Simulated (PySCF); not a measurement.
[NiCl5]3-: Ni(II) (d8), charge -3. The structure is a PBE0-D3(BJ)/def2-TZVP, IEF-PCM water geometry optimised for multiplicity 3; coordination square pyramidal, point group C2v, metal–donor distances 2.37–2.45 Å.

```
6

Ni    0.000    0.000    0.000
Cl    2.425    0.000   -0.332
Cl   -2.425    0.000   -0.332
Cl    0.000    0.000    2.372
Cl    0.000   -2.375   -0.534
Cl    0.000    2.375   -0.534
```

Method (PySCF 2.14, density fitting): CASSCF(8,5) with orbitals averaged over all microstates of the shell, strongly contracted NEVPT2 on the averaged canonical orbitals; basis x2c-TZVPall on the metal, x2c-SVPall elsewhere; spin-free X2C; IEF-PCM water; spin-orbit coupling by state interaction with the mean-field operator over all roots.

**Question.** What is the ground state?

**Answer.** 3A1 (S = 1, orbital degeneracy 1), orbital occupations from the lowest 2.0 2.0 2.0 1.0 1.0, by NEVPT2.

**Question.** Where do the spin-allowed transitions within the shell lie?

**Answer.** By NEVPT2, the lowest six: 3B2 at 2997 cm⁻¹; 3B1 at 3678 cm⁻¹; 3A2 at 6527 cm⁻¹ (1532 nm); 3A2 at 7492 cm⁻¹ (1335 nm); 3B1 at 8471 cm⁻¹ (1180 nm); 3B2 at 8649 cm⁻¹ (1156 nm). The strongest, at 8649 cm⁻¹, has f = 5.5e-06.

**Question.** Which is the lowest state of another spin?

**Answer.** 1A1 at 14478 cm⁻¹ by NEVPT2; CASSCF alone puts it at 16694 cm⁻¹ above the same ground state.

**Question.** What ligand-field parameters describe the result?

**Answer.** At CASSCF level (the NEVPT2 levels don't fit a ligand-field model well): orbital energies 0, 174, 540, 1818, 5024 cm⁻¹; B = 1266 cm⁻¹; C = 4682 cm⁻¹; B over its free-ion value at the same level 0.960; rms of the fit 49 cm⁻¹; ζ = 644 cm⁻¹ (free ion 660).

**Question.** What are the magnetic parameters?

**Answer.** The ground multiplet follows a spin Hamiltonian with S = 1, g = 2.311, 2.529, 2.666, D = 34.49 cm⁻¹, E/|D| = 0.29 (spin-orbit part alone); the lowest levels hold 96 % of the spin-free ground state. μeff is 3.70 μB at 300 K and 2.42 μB at 10 K; the spin-only value is 2.83 μB.

NEVPT2 lifts 3B1 from 2408 to 3678 cm⁻¹; on the d shell alone such lifts tend to overshoot.

The job took 11 s on one thread of Arm Neoverse V1 (shared host), with 138 basis functions and a peak of 0.57 GiB, launched as `OMP_NUM_THREADS=1 python lf_run.py task.json out`.
